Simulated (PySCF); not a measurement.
**Cobalt: a sound run and one with changed settings**

Sound run: Co⁺ [Ar] 3d8, Co²⁺ [Ar] 3d7. Calculation: PySCF 2.14, in cc-pVTZ (7s6p4d2f1g, 68 functions); no relativity, point nucleus. In the sound run the correlated levels freeze [Ar]. The sound run starts from symmetry-adapted Hartree-Fock orbitals and uses a fine grid where one is needed.

Changed run: initial guess 1e, at most 50 SCF cycles, level shift 2.0 hartree.

```csv
species,method,sound run (hartree),changed run (hartree),converged
Co⁺,UHF,-1381.13666,-1381.13666,yes
Co⁺,M06-2X,-1382.42642,-1382.42642,yes
Co⁺,MN15,-1382.64275,-1382.64275,yes
Co⁺,MP2,-1381.41792,-1381.31091,yes
Co²⁺,UHF,-1380.60982,-1380.54260,yes
Co²⁺,M06-2X,-1381.80104,-1381.76292,no
Co²⁺,MN15,-1381.98072,-1381.99179,no
Co²⁺,MP2,-1380.79345,-1380.67184,yes
```

Ionisation energy of Co⁺:

```
 method  sound run (eV)  changed run (eV)
    UHF          14.336            16.165
    MP2          16.993            17.390
SCS-MP2          16.890            17.430
```

The plain start fixes occupations by D2h representation alone, and Co²⁺ at UHF landed in another state (other ⟨L²⟩ or ⟨S²⟩). A level shift leaves the converged SCF energy unchanged but raises the virtual orbital energies, which shrinks MP2 if it is not removed.

For comparison, NIST gives 17.084 eV between the lowest levels.
